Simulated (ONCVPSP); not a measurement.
Transferability test, ONCV potential for S

* Element: sulfur
* Generator: ONCVPSP 4.0.1
* Type: optimised norm-conserving Vanderbilt (ONCV)
* Functional: PBEsol
* Relativity: scalar-relativistic
* Frozen core: [He]
* Valence charge: 14
* Reference configuration: 2s2 2p6 3s2 3p2 (charge +2)
* Partial waves: 2s+3s: rc 0.70 bohr, ncon 4, nbas 8, qcut 20.3 1/bohr, 2 projectors; 2p+3p: rc 0.70 bohr, ncon 3, nbas 8, qcut 21.3 1/bohr, 2 projectors; d scattering state at 0.14 Ha: rc 0.55 bohr, ncon 4, nbas 9, qcut 19.1 1/bohr, 1 projector
* Local potential: polynomial inside 0.50 bohr (lpopt 5, dvloc0 6 Ha)
* Core correction: Teter function, fcfact 1.75, rcfact 1.6

Energies are relative to the spin-unpolarised reference configuration 2s2 2p6 3s2 3p2; without spin polarisation the order of configurations can differ from experiment.

| valence configuration | charge | ΔE all-electron (eV) | error AE − PS (meV) |
| --- | --- | --- | --- |
| 2s2 2p6 3s2 3p4 | 0 | -33.974 | +1.7 |
| 2s2 2p6 3s2 3p3 | +1 | -22.241 | +0.7 |
| 2s2 2p6 3s2 3p1 | +3 | 34.000 | +1.3 |
| 2s2 2p6 3s2 3p0 | +4 | 80.759 | +7.7 |
